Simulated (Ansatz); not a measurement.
`C[Si](C)(C)C#Cc1ccc(-c2ccc(-c3ccc(C#C[Si](C)(C)C)cc3)cc2)cc1`. The state is a singlet with charge 0. Geometry PBE-D4/def2-SVP, basis def2-TZVP, Ansatz.

```xyz
60

C     1.919  -10.770    1.372
Si    0.590   -9.966    2.449
C    -1.094  -10.765    2.128
C     1.046  -10.111    4.279
C     0.484   -8.174    2.010
C     0.413   -6.975    1.716
C     0.331   -5.594    1.376
C     1.214   -5.024    0.423
C     1.129   -3.671    0.093
C     0.166   -2.824    0.694
C     0.081   -1.389    0.342
C     0.384   -0.934   -0.963
C     0.302    0.420   -1.296
C    -0.083    1.389   -0.342
C    -0.168    2.824   -0.694
C     0.132    3.831    0.255
C     0.055    5.185   -0.073
C    -0.331    5.594   -1.375
C    -0.413    6.976   -1.715
C    -0.484    8.174   -2.011
Si   -0.588    9.966   -2.451
C    -2.304   10.605   -1.976
C    -0.311   10.144   -4.313
C     0.749   10.897   -1.491
C    -0.634    4.590   -2.330
C    -0.552    3.238   -1.992
C    -0.384    0.935    0.963
C    -0.306   -0.420    1.296
C    -0.712   -3.398    1.645
C    -0.637   -4.751    1.980
H     2.012  -11.850    1.609
H     1.671  -10.674    0.296
H     2.907  -10.294    1.539
H    -1.067  -11.845    2.384
H    -1.885  -10.285    2.739
H    -1.382  -10.670    1.062
H     0.283   -9.623    4.919
H     1.118  -11.177    4.579
H     2.023   -9.628    4.485
H     1.976   -5.662   -0.048
H     1.844   -3.249   -0.629
H     0.672   -1.662   -1.737
H     0.561    0.738   -2.317
H     0.461    3.542    1.264
H     0.303    5.951    0.676
H    -2.400   11.681   -2.227
H    -3.098   10.051   -2.518
H    -2.486   10.486   -0.889
H    -0.368   11.210   -4.615
H    -1.079    9.583   -4.884
H     0.685    9.755   -4.606
H     0.715   11.981   -1.729
H     1.759   10.519   -1.747
H     0.607   10.781   -0.397
H    -0.945    4.890   -3.341
H    -0.818    2.481   -2.745
H    -0.705    1.658    1.728
H    -0.532   -0.734    2.326
H    -1.489   -2.773    2.110
H    -1.336   -5.179    2.714
```

```
run  HOMO (eV)  LUMO (eV)
  A      -5.41      -2.54
  B      -5.72      -2.29
  C      -6.09      -1.94
  D      -5.37      -2.46
  E      -5.28      -2.62
  F      -5.49      -2.86
```

Single mean-field runs in def2-TZVP are fitted with def2-universal-jkfit.

**Question.** The runs used B97M-V, LDA (SPW92), PBE, PBE0, r2SCAN, r2SCANh. Estimate which is which.

**Answer.** A r2SCAN (0 % exact exchange); B r2SCANh (10 % exact exchange); C PBE0 (25 % exact exchange); D B97M-V (0 % exact exchange); E PBE (0 % exact exchange); F LDA (SPW92) (0 % exact exchange). Exact exchange lowers occupied and raises empty levels; among semilocal functionals meta-GGAs tend to open the gap a little, and such runs are hard to tell apart. The gap grows from 2.63 eV (LDA (SPW92)) to 4.15 eV (PBE0).
